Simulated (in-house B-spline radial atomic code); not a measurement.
Values are calculated unless marked as measured or tabulated.
# Weak and strong correlation along the adiabatic connection

Two-electron singlets in several external potentials (atomic units), by full CI in B-splines with partial waves to l = 8 (correlation energies up to 0.6 % small). The repulsion is scaled by λ at fixed density; W(λ) is the mean repulsion less the Hartree energy, W(0) = E_x, and the area under W from 0 to 1 is E_xc.

One system gave this curve:

| λ | W (hartree) |
| --- | --- |
| 0 | -1.2791 |
| 0.02 | -1.281 |
| 0.05 | -1.2838 |
| 0.12 | -1.2902 |
| 0.25 | -1.3017 |
| 0.4 | -1.3143 |
| 0.6 | -1.3301 |
| 0.8 | -1.3449 |
| 1 | -1.3587 |
| 1.4 | -1.3837 |
| 2 | -1.416 |
| 3 | -1.4591 |
| 4.5 | -1.5066 |
| 7 | -1.5593 |
| 10 | -1.5997 |

Problem. Which system is it?
A. −Z/r, Z = 6, wall at 0.5 bohr
B. −Z exp(−kr)/r, Z = 3.56, k = 0.236
C. −Z exp(−kr)/r, Z = 1.61, k = 0.0771
D. ω²r²/2 − Z/r, ω = 2.06, Z = 1

Solution. D. The exchange energy sets the size: ω²r²/2 − Z/r, ω = 2.06, Z = 1: E_x = -1.28, E_c = -0.042; −Z/r, Z = 6, wall at 0.5 bohr: E_x = -4.62, E_c = -0.0452; −Z exp(−kr)/r, Z = 3.56, k = 0.236: E_x = -1.99, E_c = -0.0439; −Z exp(−kr)/r, Z = 1.61, k = 0.0771: E_x = -0.775, E_c = -0.0412 hartree.
